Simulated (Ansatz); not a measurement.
Cost and result for the atomization energy of C₅H₁₁F₃Sn (`CC(C)(C)[CH2][Sn]([F])([F])[F]`) (20 atoms, 19 bonds).

```json
{"atom": "C1", "x (Å)": "-0.035", "y (Å)": "-1.503", "z (Å)": "0.578"}
{"atom": "C2", "x (Å)": "0.182", "y (Å)": "-0.390", "z (Å)": "-0.441"}
{"atom": "C3", "x (Å)": "0.044", "y (Å)": "-0.963", "z (Å)": "-1.854"}
{"atom": "C4", "x (Å)": "1.575", "y (Å)": "0.209", "z (Å)": "-0.274"}
{"atom": "C5", "x (Å)": "-0.889", "y (Å)": "0.692", "z (Å)": "-0.289"}
{"atom": "Sn6", "x (Å)": "-0.924", "y (Å)": "1.664", "z (Å)": "1.600"}
{"atom": "F7", "x (Å)": "-1.269", "y (Å)": "0.560", "z (Å)": "3.113"}
{"atom": "F8", "x (Å)": "0.659", "y (Å)": "2.591", "z (Å)": "2.107"}
{"atom": "F9", "x (Å)": "-2.276", "y (Å)": "2.999", "z (Å)": "1.705"}
{"atom": "H10", "x (Å)": "0.072", "y (Å)": "-1.146", "z (Å)": "1.608"}
{"atom": "H11", "x (Å)": "-1.032", "y (Å)": "-1.941", "z (Å)": "0.482"}
{"atom": "H12", "x (Å)": "0.697", "y (Å)": "-2.301", "z (Å)": "0.432"}
{"atom": "H13", "x (Å)": "0.788", "y (Å)": "-1.746", "z (Å)": "-2.020"}
{"atom": "H14", "x (Å)": "0.195", "y (Å)": "-0.190", "z (Å)": "-2.611"}
{"atom": "H15", "x (Å)": "-0.945", "y (Å)": "-1.402", "z (Å)": "-2.008"}
{"atom": "H16", "x (Å)": "2.339", "y (Å)": "-0.554", "z (Å)": "-0.438"}
{"atom": "H17", "x (Å)": "1.748", "y (Å)": "1.017", "z (Å)": "-0.989"}
{"atom": "H18", "x (Å)": "1.730", "y (Å)": "0.617", "z (Å)": "0.730"}
{"atom": "H19", "x (Å)": "-0.759", "y (Å)": "1.499", "z (Å)": "-1.016"}
{"atom": "H20", "x (Å)": "-1.897", "y (Å)": "0.288", "z (Å)": "-0.414"}
```

The species carries charge 0 and has multiplicity 1. Correlated methods include outer-core shells of Sn, which these sets cover unevenly. Sn: def2 effective core potential. All single points use the PBE0-D4/def2-TZVP geometry. It is one conformer, not always the lowest. Program: Ansatz. All runs use 4 threads of an AMD EPYC 7R13 on a shared host and a share of an NVIDIA H100 80 GB. Times are those of one run each, without the atoms' runs, and a repeat can differ threefold. Electronic energies, without spin–orbit coupling; frozen cores. CCSD(T)/CBS adds CCSD(T) − MP2 in def2-TZVPP to the MP2 limit, and its time is that of the two runs behind it. T1 = 0.013. With those shells the extrapolation isn't a true limit. B3LYP takes the VWN-RPA correlation (the form of Gaussian; ORCA's B3LYP/G). HSE06 is the plane-wave form, built on full-range PBE exchange.

CCSD(T)/CBS is a level of theory with its own doubt, some kJ/mol a heavy atom from the limit and from the frozen cores, so smaller differences don't rank the functionals.

| level | functions | wall time | atomization (kJ/mol) | difference from CCSD(T)/CBS | per bond |
| --- | --- | --- | --- | --- | --- |
| BLYP-D4/def2-TZVPP | 452 | 3 s | 7778.8 | -68.0 | -3.6 |
| ωB97X-V/def2-TZVPP | 452 | 3 s | 7831.0 | -15.8 | -0.8 |
| PBE-D4/def2-TZVPP (with forces) | 452 | 3.2 s | 7963.5 | 116.7 | 6.1 |
| BHLYP-D4/def2-TZVPP | 452 | 3.3 s | 7563.2 | -283.6 | -14.9 |
| revPBE-D4/def2-TZVPP | 452 | 3.5 s | 7772.5 | -74.3 | -3.9 |
| LDA (SPW92)/def2-TZVPP | 452 | 3.5 s | 8933.1 | 1086.3 | 57.2 |
| r2SCAN-D4/def2-TZVPP (with forces) | 452 | 3.7 s | 7828.6 | -18.2 | -1.0 |
| CCSD(T)/def2-SVP | 193 | 4.2 s | 7443.8 | -403.0 | -21.2 |
| B3LYP-D4/def2-TZVPP (with forces) | 452 | 4.9 s | 7782.7 | -64.1 | -3.4 |
| HSE06-D4/def2-TZVPP | 452 | 5.5 s | 7823.3 | -23.5 | -1.2 |
| MP2/def2-QZVPP | 868 | 7 s | 7903.5 | 56.7 | 3.0 |
| CCSD(T)/def2-TZVPP | 452 | 40 s | 7643.2 | -203.6 | -10.7 |
| CCSD(T)/CBS(def2) | – | 47 s | 7846.8 | 0.0 | 0.0 |

From PBE to PBE0 (25 % exact exchange), in def2-TZVPP and without D4, the atomization energy moves by −135.5 kJ/mol: exact exchange takes away binding that semilocal exchange gives to molecules. The D4 term adds +83.4 kJ/mol with B3LYP and +44.9 kJ/mol with PBE0; it sums over pairs of atoms, weighted by their polarisabilities, and B3LYP, whose exchange is more repulsive, gets the larger term. At CCSD(T), def2-SVP lies −403.0 kJ/mol from the extrapolated value and def2-TZVPP −203.5 kJ/mol: correlation converges slowly with the basis, and small sets miss more of it in the bonded molecule than in its fragments.

Spin–orbit coupling would lower the free Sn atoms strongly, and the atomization energy with them, by more than many differences here. For some Ge, Se and Sn compounds the MP2-based and the directly extrapolated limit differ by 10 to 25 kJ/mol.
